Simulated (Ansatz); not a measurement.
`ClCI` → `[CH2]I`• + Cl•  (homolysis of the C–Cl bond)

Computed with Ansatz on PBE0-D4/def2-TZVP structures; ΔE is electronic, products minus reactants. CCSD(T)/CBS is the MP2 limit (def2-TZVPP, def2-QZVPP) plus CCSD(T) − MP2 in def2-TZVPP, frozen cores. This one scheme is used for every species, atoms too. DFT in def2-TZVPP. B3LYP here is the variant with VWN-RPA as its local correlation; programs differ in this. No spin–orbit coupling; open shells (•) take unrestricted orbitals. Spin–orbit coupling would lower the free atoms: a little for Cl. def2 core potentials past Kr. Bonds to I are less sure, by a few kJ/mol each and by 10 to 20 or more in all where they break to atoms, as the def2 sets lack core-valence functions.

| level | ΔE (kJ/mol) |
| --- | --- |
| B3LYP-D4 | 327.7 |
| CAM-B3LYP-D4 | 327.5 |
| r2SCAN | 328.6 |
| r2SCANh | 324.5 |

What does CCSD(T)/CBS give? (An estimate is asked.)

Ansatz gave: +348.4 kJ/mol. The listed levels differ from it by -20.7, -20.9, -19.8, -23.9 kJ/mol.

Largest T1 diagnostic among the species: 0.016.

Leaving LDA and LC-ωPBE aside and taking each functional with its dispersion term where it has one, the values, not all of them listed here, spread over 43.0 kJ/mol, from BHLYP-D4 to PBE-D4. LDA lies +70.5 kJ/mol from PBE without D4, its usual overbinding. At CCSD(T), def2-SVP lies −40.7 kJ/mol from the extrapolated value and def2-TZVPP −19.0 kJ/mol: correlation converges slowly with the basis, and small sets miss more of it in the bonded molecule than in its fragments. From BLYP to BHLYP (50 % exact exchange), in def2-TZVPP and without D4, ΔE moves by −14.2 kJ/mol: exact exchange takes away binding that semilocal exchange gives to molecules.

CCSD(T)/CBS has its own doubt, a few kJ/mol and more with outer-core shells, so smaller differences from it don't rank the levels.
